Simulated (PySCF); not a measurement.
## Polarisability and C₆ of O⁻ (oxygen, charge -1)

[He] 2s2 2p5, 2P determinant. Computed with PySCF 2.14 in dyall-acv3z, with scalar relativity by spin-free X2C-1e. Coupled (time-dependent) response in atomic units; α is the mean over directions.

```tsv
method	mean α (bohr³)	α xx, yy, zz	C₆ (like pair)	S(−4)
UHF	12.68	8.296, 14.87, 14.87	54.36	146.1
M06-2X	14.74	9.774, 17.22, 17.22	64.93	214.9
```

S(−4) is the Cauchy moment in α(ω) = α(0) + S(−4) ω² + …

α(iu) at UHF:

| u (hartree) | α(iu) (bohr³) |
| --- | --- |
| 0 | 12.68 |
| 0.0500 | 12.33 |
| 0.100 | 11.48 |
| 0.200 | 9.498 |
| 0.300 | 7.911 |
| 0.500 | 5.792 |
| 0.750 | 4.116 |
| 1.00 | 3.019 |
| 1.50 | 1.777 |
| 2.00 | 1.158 |
| 3.00 | 0.6018 |
| 5.00 | 0.2489 |

A single London oscillator, α(iu) = α/(1 + u²/ω²), gives C₆ = (3/4) ω α². Matching the computed C₆ needs ω = 4 × 54.36 / (3 × 12.68²) = 0.451 hartree.

For an ion, C₆ is the dispersion term alone; charge-induced terms of lower order in 1/R come first.

The components differ because the open shell of this determinant is not spherical; for a pure term their mean is the scalar polarisability.
